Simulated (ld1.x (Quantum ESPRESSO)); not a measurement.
**Transferability test, PAW potential for Mn (Z = 25)**

```json
{
 "Element": "Mn (Z = 25)",
 "Generator": "ld1.x (Quantum ESPRESSO) 7.5",
 "Type": "PAW",
 "Functional": "PBEsol",
 "Relativity": "scalar-relativistic",
 "Frozen core": "[Ne] 3s2",
 "Valence charge": "13",
 "Reference configuration": "3p6 3d5 4s1 4p1",
 "Partial waves": "4s (bound): rcut 2.45, rcutus 2.60 bohr; 4s channel at 0.65 Ry: rcut 2.45, rcutus 2.60 bohr; 3p (bound): rcut 1.25, rcutus 1.40 bohr; 4p (bound): rcut 1.25, rcutus 1.40 bohr; 3d (bound): rcut 1.75, rcutus 2.05 bohr; 3d channel at 0.95 Ry: rcut 1.75, rcutus 2.05 bohr",
 "Local potential": "all-electron potential smoothed inside 1.70 bohr (lloc = -1)",
 "Core correction": "Bessel-smoothed model core inside 1.05 bohr",
 "Augmentation charge": "PSQ, inside the norm-conserving radii"
}
```

Energies are relative to the spin-unpolarised reference configuration 3p6 3d5 4s1 4p1; without spin polarisation the order of configurations can differ from experiment. Not all tests gave a result: 1 of 7 tests not solved or not reliable. Left out of the table: 3p6 3d4 4s0 4p0 (solver errors, printed error -1129 eV).

```json
{"valence configuration": "3p6 3d5 4s2 4p0", "charge": "0", "ΔE all-electron (eV)": "-3.884", "error AE − PS (meV)": "+0.5"}
{"valence configuration": "3p6 3d5 4s1.5 4p0", "charge": "+0.5", "ΔE all-electron (eV)": "-0.514", "error AE − PS (meV)": "0.0"}
{"valence configuration": "3p5 3d5 4s2 4p0", "charge": "+1", "ΔE all-electron (eV)": "57.987", "error AE − PS (meV)": "+149"}
{"valence configuration": "3p6 3d5.5 4s1.5 4p0", "charge": "0", "ΔE all-electron (eV)": "-4.369", "error AE − PS (meV)": "-2.2"}
```

Question: What are ΔE and the potential's error for 3p6 3d5 4s0 4p0?

Answer: ΔE = 20.060 eV all-electron; the error (AE − PS) is -3.9 meV.

Question: What are ΔE and the potential's error for 3p6 3d5 4s1 4p0?

Answer: ΔE = 4.548 eV all-electron; the error (AE − PS) is -0.4 meV.

Levels in the configuration 3p6 3d5.5 4s1.5 4p0:

```tsv
level	all-electron (eV)	pseudo (eV)
3p	-52.228	-52.218
3d	-4.914	-4.907
4s	-4.598	-4.600
```
